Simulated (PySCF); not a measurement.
B(H)(Me)2(MeCN), C₄H₁₀BN, singlet, GFN2-xTB optimised geometry.

```
16

B      0.27    -0.06     0.00
H      1.46    -0.06     0.00
C     -0.38    -1.03    -1.15
H      0.00    -2.05    -1.09
H     -0.12    -0.65    -2.14
H     -1.46    -1.07    -1.09
C     -0.38     1.44     0.00
H     -1.46     1.42     0.07
H     -0.12     1.95    -0.92
H      0.00     2.05     0.82
C     -1.00    -1.69     3.49
C     -0.52    -1.12     2.26
N     -0.13    -0.66     1.29
H     -1.81    -1.08     3.89
H     -0.19    -1.74     4.22
H     -1.37    -2.70     3.30
```

Density from CAM-B3LYP/def2-TZVP (PySCF) at that geometry.

Minimum of the electron density along straight lines between bonded atoms, close to the bond critical point (lines longer than 1.1 times the sum of covalent radii, or with two minima, are not listed):

```tsv
bond	length / Å	ρ at the minimum / e bohr⁻³	∇²ρ there / e bohr⁻⁵	position (fraction from the first atom)
B1–H2	1.194	0.176	-0.24	0.43
B1–C3	1.637	0.162	-0.25	0.33
C3–H4	1.089	0.274	-0.92	0.63
C3–H5	1.086	0.276	-0.93	0.63
C3–H6	1.089	0.274	-0.92	0.63
B1–C7	1.637	0.162	-0.25	0.33
C7–H8	1.089	0.274	-0.92	0.63
C7–H9	1.086	0.276	-0.93	0.63
C7–H10	1.089	0.274	-0.92	0.63
C11–C12	1.431	0.281	-0.81	0.44
B1–N13	1.474	0.146	0.84	0.32
C12–N13	1.150	0.480	0.12	0.35
C11–H14	1.090	0.279	-0.98	0.65
C11–H15	1.090	0.279	-0.98	0.65
C11–H16	1.090	0.279	-0.98	0.65
```
